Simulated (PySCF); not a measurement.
Vertical excitations of a molecule CH5NO2SW, multiplicity 1 from TDA-PBE/def2-SVPD (PySCF), as energy in eV (oscillator strength): 3.69 (0.001), 3.86 (0.009), 4.05 (0.004), 4.37 (0.009), 4.67 (0.001), 4.69 (0.040), 4.87 (0.002), 4.93 (0.007), 4.95 (0.000), 5.01 (0.000). Lowest triplet (TDA): 3.25 eV. The structure is a stationary point at r2SCAN-D4/def2-SVP. The multiplicity is an assumed one; other spin states were not compared. The def2 effective core potentials stand for the cores of W; spin–orbit coupling is left out. Other conformers were not sampled.

**Question.** Pick the molecule that these values belong to.
(A) C[O][W](=[NH])([OH])=[S]
(B) C[N]=[W]([OH])([OH])=[S]
(C) C[O][W](=[NH])(=[O])[SH]

**Answer.** B, C[N]=[W]([OH])([OH])=[S]
